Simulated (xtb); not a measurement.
C5H7O2 (SMILES [CH2]C(=O)C=C(C)O), doublet, from a rough starting geometry; GFN2-xTB (xtb).

The xtb input:
```
$ xtb mol.xyz --gfn 2 --uhf 1 --opt vtight --json

# file mol.xyz
14

C      2.56400301     0.01842675     0.29969761
C      1.20584679     0.42238435     0.30180472
O      0.90917112     1.44481943     0.88195245
C      0.24606579    -0.48674658    -0.42686762
C     -1.05594817    -0.29517596    -0.29019402
C     -1.72849869     0.73761966     0.38012693
O     -1.90438444    -1.19029979    -0.95518228
H      3.28974128     0.58705232     0.77952892
H      2.90737216    -0.95685022    -0.23612871
H      0.69034012    -1.32313139    -0.95015852
H     -1.39979063     0.82258936     1.48034024
H     -2.84893349     0.49470458     0.27951126
H     -1.57165917     1.73820063    -0.04551617
H     -1.42997445    -1.82620531    -1.48142403
```

The log (banner, timings and long lists left out):

```
   ID    Z sym.   atoms
    1    6 C      1, 2, 4-6
    2    8 O      3, 7
    3    1 H      8-14

           -------------------------------------------------
          |                Calculation Setup                |
           -------------------------------------------------

           -------------------------------------------------
          |                 G F N 2 - x T B                 |
           -------------------------------------------------

          ...................................................
          :                      SETUP                      :
          :.................................................:
          :  # basis functions                  35          :
          :  # atomic orbitals                  35          :
          :  # shells                           21          :
          :  # electrons                        39          :
          :  max. iterations                   250          :
          :  Hamiltonian                  GFN2-xTB          :
          :  restarted?                      false          :
          :  GBSA solvation                  false          :
          :  PC potential                    false          :
          :  electronic temp.          300.0000000     K    :
          :  accuracy                    1.0000000          :
          :  -> integral cutoff          0.2500000E+02      :
          :  -> integral neglect         0.1000000E-07      :
          :  -> SCF convergence          0.1000000E-05 Eh   :
          :  -> wf. convergence          0.1000000E-03 e    :
          :  Broyden damping             0.4000000          :
          :  net charge                          0          :
          :  unpaired electrons                  1          :
          ...................................................

 iter      E             dE          RMSdq      gap      omega  full diag
   1    -22.5016237 -0.225016E+02  0.476E+00    3.85       0.0  T
   2    -22.5447112 -0.430875E-01  0.255E+00    3.40       1.0  T
   3    -22.5496972 -0.498592E-02  0.171E+00    3.70       1.0  T
   4    -22.5605539 -0.108567E-01  0.361E-01    3.57       1.0  T
   5    -22.5613753 -0.821472E-03  0.138E-01    3.60       1.0  T
   6    -22.5614190 -0.436851E-04  0.603E-02    3.59       1.0  T
   7    -22.5614365 -0.174716E-04  0.244E-02    3.60       1.1  T
   8    -22.5614389 -0.243852E-05  0.807E-03    3.60       3.3  T
   9    -22.5614391 -0.176016E-06  0.497E-03    3.59       5.4  T
  10    -22.5614394 -0.245096E-06  0.173E-03    3.60      15.4  T
  11    -22.5614394 -0.113082E-07  0.648E-04    3.60      41.2  T
  12    -22.5614394 -0.252767E-08  0.193E-04    3.60     138.6  T

   *** convergence criteria satisfied after 12 iterations ***

         :::::::::::::::::::::::::::::::::::::::::::::::::::::
         ::                     SUMMARY                     ::
         :::::::::::::::::::::::::::::::::::::::::::::::::::::
         :: total energy             -22.284961220212 Eh    ::
         :: gradient norm              0.165774973246 Eh/a0 ::
         :: HOMO-LUMO gap              3.596689234582 eV    ::
         ::.................................................::
         :: SCC energy               -22.561427970657 Eh    ::
         :: -> isotropic ES            0.050799830791 Eh    ::
         :: -> anisotropic ES          0.002268492722 Eh    ::
         :: -> anisotropic XC          0.007009341279 Eh    ::
         :: -> dispersion             -0.008341048978 Eh    ::
         :: repulsion energy           0.276466750445 Eh    ::
         :: add. restraining           0.000000000000 Eh    ::
         :: total charge               0.000000000005 e     ::
         :::::::::::::::::::::::::::::::::::::::::::::::::::::

      -----------------------------------------------------------
     |                   =====================                   |
     |                        A N C O P T                        |
     |                   =====================                   |
     |               Approximate Normal Coordinate               |
     |                Rational Function Optimizer                |
      -----------------------------------------------------------
      -----------------------------------------------------------
     |                   =====================                   |
     |                        A N C O P T                        |
     |                   =====================                   |
     |               Approximate Normal Coordinate               |
     |                Rational Function Optimizer                |
      -----------------------------------------------------------

          ...................................................
          :                      SETUP                      :
          :.................................................:
          :   optimization level         verytight          :
          :   max. optcycles                   280          :
          :   ANC micro-cycles                  20          :
          :   degrees of freedom                36          :
          :.................................................:
          :   RF solver                   davidson          :
          :   write xtbopt.log                true          :
          :   linear?                        false          :
          :   energy convergence         0.1000000E-06 Eh   :
          :   grad. convergence          0.2000000E-03 Eh/α :
          :   maxmium RF displ.          1.0000000          :
          :   Hlow (freq-cutoff)         0.1000000E-01      :
          :   Hmax (freq-cutoff)         5.0000000          :
          :   S6 in model hess.         20.0000000          :
          ...................................................

generating ANC from exact Hessian ...
Using Lindh-Hessian (1995)
 Shifting diagonal of input Hessian by    6.9957243427601866E-003
 Lowest  eigenvalues of input Hessian
[...]
 * total energy  :   -22.3053473 Eh     change       -0.1519986E-04 Eh
 * total energy  :   -22.3053586 Eh     change       -0.1128944E-04 Eh
 * total energy  :   -22.3053650 Eh     change       -0.6338217E-05 Eh
 * total energy  :   -22.3053689 Eh     change       -0.3964331E-05 Eh
 * total energy  :   -22.3053715 Eh     change       -0.2567998E-05 Eh
 * total energy  :   -22.3053734 Eh     change       -0.1943482E-05 Eh
 * total energy  :   -22.3053747 Eh     change       -0.1267676E-05 Eh
 * total energy  :   -22.3053754 Eh     change       -0.7145278E-06 Eh
 * total energy  :   -22.3053758 Eh     change       -0.4325496E-06 Eh
 * total energy  :   -22.3053761 Eh     change       -0.2942839E-06 Eh
 * total energy  :   -22.3053763 Eh     change       -0.1194990E-06 Eh
 * total energy  :   -22.3053763 Eh     change       -0.3827978E-07 Eh
   *** GEOMETRY OPTIMIZATION CONVERGED AFTER 19 ITERATIONS ***
         :: total energy             -22.305376298799 Eh    ::
[...]
         :: repulsion energy           0.273113875515 Eh    ::
         :: add. restraining           0.000000000000 Eh    ::
         :: total charge               0.000000000005 e     ::
         :::::::::::::::::::::::::::::::::::::::::::::::::::::

           -------------------------------------------------
          |                Property Printout                |
           -------------------------------------------------

    * Orbital Energies and Occupations

         #    Occupation            Energy/Eh            Energy/eV
      -------------------------------------------------------------
         1        2.0000           -0.7330225             -19.9466
       ...           ...                  ...                  ...
         8        2.0000           -0.5475606             -14.8999
         9        2.0000           -0.5449440             -14.8287
        10        2.0000           -0.5374836             -14.6257
        11        2.0000           -0.5130672             -13.9613
        12        2.0000           -0.5047568             -13.7351
        13        2.0000           -0.4982635             -13.5584
        14        2.0000           -0.4749012             -12.9227
        15        2.0000           -0.4735361             -12.8856
        16        2.0000           -0.4675797             -12.7235
        17        2.0000           -0.4604108             -12.5284
        18        2.0000           -0.3988687             -10.8538
        19        1.9986           -0.3804102             -10.3515
        20        1.0014           -0.3678892             -10.0108 (HOMO)
        21                         -0.2427896              -6.6066 (LUMO)
        22                         -0.1405731              -3.8252
        23                          0.0482684               1.3134
        24                          0.0959184               2.6101
        25                          0.1154034               3.1403
        26                          0.1724170               4.6917
        27                          0.1786587               4.8616
        28                          0.1896520               5.1607
        29                          0.2194724               5.9721
        30                          0.2232368               6.0746
        31                          0.2529987               6.8844
       ...                                ...                  ...
        35                          0.6595711              17.9478
      -------------------------------------------------------------
                  HL-Gap            0.1250996 Eh            3.4041 eV
             Fermi-level           -0.3397446 Eh           -9.2449 eV

     #   Z          covCN         q      C6AA      α(0)
     1   6 C        2.845    -0.084    30.104     8.992
     2   6 C        2.819     0.217    23.431     7.931
     3   8 O        0.858    -0.423    22.150     6.310
     4   6 C        2.900    -0.120    31.041     9.135
     5   6 C        2.817     0.175    24.243     8.067
     6   6 C        3.756    -0.123    22.914     6.825
     7   8 O        1.660    -0.362    20.117     6.055
     8   1 H        0.926     0.076     2.017     2.221
     9   1 H        0.926     0.057     2.229     2.335
    10   1 H        0.925     0.030     2.586     2.515
    11   1 H        0.925     0.096     1.821     2.110
    12   1 H        0.925     0.068     2.102     2.267
    13   1 H        0.925     0.088     1.897     2.154
    14   1 H        0.805     0.304     0.708     1.322

 Mol. C6AA /au·bohr⁶  :       1954.775180
 Mol. C8AA /au·bohr⁸  :      44776.960918
 Mol. α(0) /au        :         68.240112

Wiberg/Mayer (AO) data.
largest (>0.10) Wiberg bond orders for each atom

 ---------------------------------------------------------------------------
     #   Z sym  total        # sym  WBO       # sym  WBO       # sym  WBO
 ---------------------------------------------------------------------------
     1   6 C    3.509 --     2 C    1.264     9 H    0.981     8 H    0.978
                             3 O    0.169
     2   6 C    3.964 --     3 O    1.577     1 C    1.264     4 C    1.082
     3   8 O    1.968 --     2 C    1.577     1 C    0.169
     4   6 C    3.972 --     5 C    1.634     2 C    1.082    10 H    0.963
     5   6 C    3.928 --     4 C    1.634     7 O    1.120     6 C    1.041
     6   6 C    3.988 --     5 C    1.041    12 H    0.981    11 H    0.950
                            13 H    0.949
     7   8 O    2.188 --     5 C    1.120    14 H    0.882
     8   1 H    0.994 --     1 C    0.978
     9   1 H    0.997 --     1 C    0.981
    10   1 H    0.999 --     4 C    0.963
    11   1 H    0.991 --     6 C    0.950
    12   1 H    0.995 --     6 C    0.981
    13   1 H    0.992 --     6 C    0.949
    14   1 H    0.907 --     7 O    0.882
 ---------------------------------------------------------------------------

Topologies differ in total number of bonds
Writing topology from bond orders to xtbtopo.mol

molecular dipole:
                 x           y           z       tot (Debye)
 q only:       -0.168      -0.951      -0.684
   full:        0.105      -1.271      -0.915       3.988
molecular quadrupole (traceless):
                xx          xy          yy          xz          yz          zz
 q only:        2.454      -3.388      -0.964      -1.986       0.010      -1.490
  q+dip:        3.000      -3.956      -1.006      -2.373       0.573      -1.994
   full:        1.717      -3.754      -0.697      -2.541      -0.477      -1.020

optimized geometry written to: xtbopt.xyz

           -------------------------------------------------
          | TOTAL ENERGY              -22.305376298799 Eh   |
          | GRADIENT NORM               0.000037010154 Eh/α |
          | HOMO-LUMO GAP               3.404132543509 eV   |
           -------------------------------------------------

normal termination of xtb
```
